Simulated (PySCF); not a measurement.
# Fractional electron number in Tc⁻ (technetium, charge -1)

The 4d beta orbital of [Kr] 4d6 5s2 is emptied in steps (occupation f), with all orbitals relaxed, ending at [Kr] 4d5 5s2. Computed with PySCF 2.14 in aug-cc-pVDZ-PP with ECP28MDF (5s5p4d2f, 54 functions), with scalar relativity through the core potential. The exact energy is a straight line in f; departures are measured from the line between the end points of the same method.

| f | r2SCAN (eV) |
| --- | --- |
| 1 | 0.000 |
| 0.8 | -0.431 |
| 0.6 | -0.669 |
| 0.4 | -0.685 |
| 0.2 | -0.458 |
| 0 | 0.000 |

```csv
method,E(f=0) − E(f=1) (eV),−ε at f=1 (eV),−ε at f=0.4 (eV)
r2SCAN,0.488,-2.098,1.006
```

Orbital energy along the path (eV):

```
  f  r2SCAN
  1   2.098
0.8   1.210
0.6   0.169
0.4  -1.006
0.2  -2.231
  0  -3.282
```

At f = 1 the orbital energy is positive for r2SCAN: only the finite basis holds the electron.
